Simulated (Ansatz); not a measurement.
Reaction (formal exchange of groups at a B–O bond): `NCBO` + `FCCCCl` → `NCBCl` + `OCCCF`

Program: Ansatz. Geometries: PBE0-D4/def2-TZVP. ΔE: electronic, gas phase. CCSD(T)/CBS is the MP2 limit (def2-TZVPP, def2-QZVPP) plus CCSD(T) − MP2 in def2-TZVPP, frozen cores. This one scheme is used for every species. Functionals use def2-TZVPP. B3LYP here is the variant with VWN-RPA as its local correlation; programs differ in this. One conformer a species, not always the lowest.

```tsv
level	ΔE (kJ/mol)
PBE-D4	83.9
PBE0-D4	82.2
B3LYP-D4	84.9
HF/def2-TZVPP	72.7
MP2/def2-TZVPP	87.6
CCSD(T)/def2-TZVPP	85.3
MP2/def2-QZVPP	87.8
CCSD/CBS(def2)	83.4
```

**Question.** What does CCSD(T)/CBS give? (An estimate is asked.)

**Answer.** Ansatz gave: +85.8 kJ/mol. The listed levels differ from it by -1.9, -3.6, -0.9, -13.1, 1.8, -0.5, 2.0, -2.4 kJ/mol.

Largest T1 diagnostic among the species: 0.012.

In def2-TZVPP, CCSD(T) changes the Hartree–Fock value by +12.5 kJ/mol (the triples alone add +2.4 kJ/mol) and MP2 by +14.8 kJ/mol.
